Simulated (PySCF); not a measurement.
# Energy of V²⁺ (vanadium, charge +2) between two integer charges

The 3d alpha orbital of [Ar] 3d3 is emptied in steps (occupation f), with all orbitals relaxed, ending at [Ar] 3d2. All numbers are calculated (PySCF 2.14, the spin-free X2C one-electron Hamiltonian (Gaussian nucleus), in aug-cc-pVTZ-DK (8s7p5d3f2g, 93 functions)). The exact energy is a straight line in f; departures are measured from the line between the end points of the same method.

| f | UHF (eV) | LDA (eV) | PBE (eV) |
| --- | --- | --- | --- |
| 1 | 0.000 | 0.000 | 0.000 |
| 0.75 | 0.305 | -1.444 | -1.411 |
| 0.5 | 0.392 | -1.952 | -1.904 |
| 0.25 | 0.284 | -1.482 | -1.443 |
| 0 | 0.000 | 0.000 | 0.000 |

| method | E(f=0) − E(f=1) (eV) | −ε at f=1 (eV) | −ε at f=0.5 (eV) |
| --- | --- | --- | --- |
| UHF | 28.585 | 30.277 | 28.528 |
| LDA | 30.239 | 22.647 | 30.138 |
| PBE | 30.035 | 22.603 | 29.951 |

Orbital energy along the path (eV):

```json
{"f": "1", "UHF": "-30.277", "LDA": "-22.647", "PBE": "-22.603"}
{"f": "0.75", "UHF": "-29.352", "LDA": "-26.308", "PBE": "-26.203"}
{"f": "0.5", "UHF": "-28.528", "LDA": "-30.138", "PBE": "-29.951"}
{"f": "0.25", "UHF": "-27.788", "LDA": "-34.121", "PBE": "-33.826"}
{"f": "0", "UHF": "-27.119", "LDA": "-38.235", "PBE": "-37.801"}
```

Reference removal energy between the ground levels: 29.311 eV (measured; NIST Atomic Spectra Database, ionization energies). The calculation has no spin-orbit coupling. The determinant left behind need not be the lowest term of the ion. UHF lacks correlation.
